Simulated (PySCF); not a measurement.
**Indium: a sound run and one with changed settings**

Sound run: In [Kr] 4d10 5s2 5p1, In⁺ [Kr] 4d10 5s2. Calculation: PySCF 2.14, in x2c-SVPall; scalar relativity by spin-free X2C-1e. The sound run starts from symmetry-adapted Hartree-Fock orbitals and uses a fine grid where one is needed.

Changed run: initial guess sap, at most 5 SCF cycles. This setting is unsound on purpose.

```tsv
species	method	sound run (hartree)	changed run (hartree)	converged
In	UHF	-5877.61419	-5877.61419	no
In	PBE0	-5879.93707	-5879.93707	no
In	M06-2X	-5880.78109	-5880.78109	no
In⁺	UHF	-5877.42445	-5877.42445	no
In⁺	PBE0	-5879.73103	-5879.73103	no
In⁺	M06-2X	-5880.57786	-5880.57786	no
```

The SCF was stopped early; the energies are upper bounds that still move, and correlated levels were skipped or rest on poor orbitals.
